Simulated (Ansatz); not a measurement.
C$_{2}$H$_{9}$NOSi, SMILES `CC(O)N[SiH3]` from Hartree–Fock to CCSD(T)

| atom | x (Å) | y (Å) | z (Å) |
| --- | --- | --- | --- |
| C1 | 0.625 | -1.851 | -0.264 |
| C2 | 0.565 | -0.422 | 0.223 |
| O3 | 1.875 | 0.100 | 0.079 |
| N4 | -0.425 | 0.346 | -0.477 |
| Si5 | -1.370 | 1.601 | 0.219 |
| H6 | -0.340 | -2.339 | -0.121 |
| H7 | 0.876 | -1.867 | -1.328 |
| H8 | 1.394 | -2.405 | 0.275 |
| H9 | 0.281 | -0.410 | 1.287 |
| H10 | 1.850 | 1.031 | 0.315 |
| H11 | -0.332 | 0.296 | -1.481 |
| H12 | -2.067 | 1.086 | 1.427 |
| H13 | -0.583 | 2.795 | 0.655 |
| H14 | -2.348 | 2.039 | -0.808 |

The species carries charge 0 and has multiplicity 1. Geometry: relaxed with PBE0-D4/def2-TZVP. It is one conformer, not always the lowest. Frozen core, restricted reference, the Gaussian-basis code of Ansatz. CBS rows extrapolate triple and quadruple zeta; past MP2 they add the triple-zeta difference.

```tsv
basis	HF (Eh)	MP2 corr.
def2-TZVPP	-499.33748	-0.93074
def2-QZVPP	-499.35695	-0.99703
```

Question: Estimate the CCSD correlation energy and the (T) correction in each basis where they were run (hartree).

Answer: 
| basis | CCSD corr. | (T) |
| --- | --- | --- |
| def2-TZVPP | -0.97986 | -0.03649 |
| CBS(def2) | -1.09527 | as TZ |
